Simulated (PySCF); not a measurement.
A side-by-side comparison of computed properties.

First species: C₉H₁₄.
SMILES with atom numbers: `[CH2:1]=[CH:2]/[CH:3]=[C:4](/[CH:5]=[CH2:6])[CH2:7][CH2:8][CH3:9]` (hydrogens: H10, H11 on C1; H12 on C2; H13 on C3; H14 on C5; H15, H16 on C6; H17, H18 on C7; H19, H20 on C8; H21, H22, H23 on C9)

Cartesian coordinates in Å at the GFN2-xTB level; atoms count from 1:
```
atom  x, y, z in Å
C1    -3.5960   -0.8463   -0.5398
C2    -2.3430   -0.6571   -0.1280
C3    -1.6518    0.5951   -0.2766
C4    -0.3839    0.8759    0.0958
C5     0.1441    2.1975   -0.1897
C6     1.3793    2.6359    0.0427
C7     0.5165   -0.1362    0.7463
C8     1.3568   -0.8797   -0.2991
C9     2.2961   -1.8876    0.3506
H10   -4.0987   -1.7911   -0.4254
H11   -4.1612   -0.0573   -1.0087
H12   -1.8092   -1.4779    0.3303
H13   -2.2327    1.3795   -0.7485
H14   -0.5640    2.8761   -0.6511
H15    2.1460    2.0291    0.4927
H16    1.6708    3.6387   -0.2197
H17    1.1802    0.3637    1.4535
H18   -0.0718   -0.8602    1.3109
H19    0.6879   -1.3938   -0.9932
H20    1.9350   -0.1556   -0.8764
H21    2.8886   -2.3988   -0.4047
H22    2.9751   -1.3904    1.0406
H23    1.7312   -2.6324    0.9075
```

Second species: C9H14.
Cartesian coordinates in Å at the GFN2-xTB level; atoms count from 1:
```xyz
23
C9H14 angstrom
C      2.869    0.294   -0.397
C      1.546   -0.459   -0.464
C      0.387    0.321    0.059
C      0.360    1.562    0.565
C     -0.996    1.908    0.947
C     -1.806    0.881    0.680
C     -1.018   -0.253    0.081
C     -1.522   -0.574   -1.330
C     -1.109   -1.498    0.968
H      2.819    1.208   -0.984
H      3.673   -0.324   -0.792
H      3.109    0.555    0.631
H      1.631   -1.390    0.106
H      1.343   -0.740   -1.503
H      1.192    2.232    0.685
H     -1.270    2.855    1.379
H     -2.866    0.821    0.846
H     -2.568   -0.870   -1.293
H     -0.947   -1.390   -1.763
H     -1.429    0.301   -1.969
H     -0.534   -2.316    0.538
H     -2.145   -1.816    1.059
H     -0.722   -1.280    1.961
```

Levels: PBE0/pcSseg-1 for dipole moment, HOMO energy, LUMO energy and HOMO–LUMO gap; GFN2-xTB for rotational constant A and rotational constant C. Geometries: GFN2-xTB. Each species is one conformer at its optimised geometry, gas phase, non-relativistic unless stated; the electronic structure was computed with PySCF and density fitting.

Dipoles, sizes and rotational constants follow the conformer. The torsions of the flexible species, by atom-mapped SMILES:
- `[CH2:1]=[CH:2]/[CH:3]=[C:4](/[CH:5]=[CH2:6])[CH2:7][CH2:8][CH3:9]`: C1–C2–C3–C4 -179°, C3–C4–C5–C6 -177°, C3–C4–C7–C8 92°, C4–C7–C8–C9 179°
- `[CH3:1][CH2:2][C:3]1=[CH:4][CH:5]=[CH:6][C:7]1([CH3:8])[CH3:9]`: C1–C2–C3–C4 0°

Question: Which of the two has the higher LUMO energy, and by how much?

Answer: The second: -0.32 eV against -1.37 eV, a difference of 1.05 eV.

Question: Which has the higher HOMO energy?

Answer: The second: -6.00 eV against -6.12 eV, a difference of 0.12 eV.

Question: Which of the two has the higher dipole moment, and by how much?

Answer: The second: 0.70 D against 0.39 D, a difference of 0.31 D.

Question: Which has the higher rotational constant C?

Answer: The second: 1.090 GHz against 0.708 GHz, a difference of 0.382 GHz.

Question: Which has the higher rotational constant A?

Answer: The second: 2.339 GHz against 1.783 GHz, a difference of 0.556 GHz.

Question: Which has the higher HOMO–LUMO gap?

Answer: The second: 5.68 eV against 4.75 eV, a difference of 0.93 eV.

On the first: The dipole matches unit charges of opposite sign 0.08 Å apart (1 e·Å = 4.8032 D).

On the second: In atomic units the dipole is 0.27 e·bohr (1 au = 2.5417 D).
